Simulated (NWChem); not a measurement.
Molecule: CHBClF$_{3}$O; SMILES OB(Cl)C(F)(F)F

```xyz
8

B     -0.4750     0.6114     0.0016
C      0.1199    -0.8914     0.0006
F      0.8616    -1.1457    -1.0794
F     -0.8988    -1.7829     0.0012
F      0.8629    -1.1458     1.0797
Cl     0.6169     1.9697    -0.0038
O     -1.7952     0.7943     0.0066
H     -2.2801    -0.0426     0.0087
```
Atoms are numbered in this order, from 1.

Program: NWChem. All runs use the structure optimised with PBE0/def2-SVP. Atomic charges in e: unrestrained fits to the electrostatic potential beside Mulliken populations; buried atoms are poorly determined by the fit.

Problem. What does the run give for B3LYP/def2-SVP? Quantities: ESP B1; Mulliken B1; ESP C2; Mulliken C2; ESP F3; Mulliken F3; ESP F4; Mulliken F4; ESP F5; Mulliken F5; relative RMS misfit of the potential (%).

Solution. 
| Quantity | Result |
|---|---|
| ESP B1 | 0.27 |
| Mulliken B1 | -0.07 |
| ESP C2 | 0.70 |
| Mulliken C2 | 0.52 |
| ESP F3 | -0.25 |
| Mulliken F3 | -0.18 |
| ESP F4 | -0.25 |
| Mulliken F4 | -0.21 |
| ESP F5 | -0.25 |
| Mulliken F5 | -0.18 |
| relative RMS misfit of the potential (%) | 25 |
